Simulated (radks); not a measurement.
Results of a calculation; reference values are marked as such.
Problem. Level of theory: scalar-relativistic Kohn-Sham, exchange-only LDA, spin-polarised, spherical densities, finite nucleus; open shells are filled with parallel spins first (spin-orbit coupling, left out, can overturn this in heavy ions); Fermi nuclear charge, rms radius of each element as measured or else 0.836 A^(1/3) + 0.57 fm (a radial shooting solver on a logarithmic mesh with Libxc functionals). Response by self-consistent Sternheimer equations with the Hartree and adiabatic exchange-only LDA kernel, the relativistic mass of each level held fixed and spin-orbit coupling left out. For heavy and open-shell atoms this level of theory can miss by tens of per cent. Estimate the static dipole polarisabilities of Zn ([Ar] 3d10 4s2) and V ([Ar] 3d3 4s2) and the C6 coefficients of the three pairs.

Solution. alpha = 39.14 and 96.80 bohr^3; C6 = 285.9 (Zn-Zn), 530.4 (Zn-V), 1035 (V-V) hartree bohr^6.
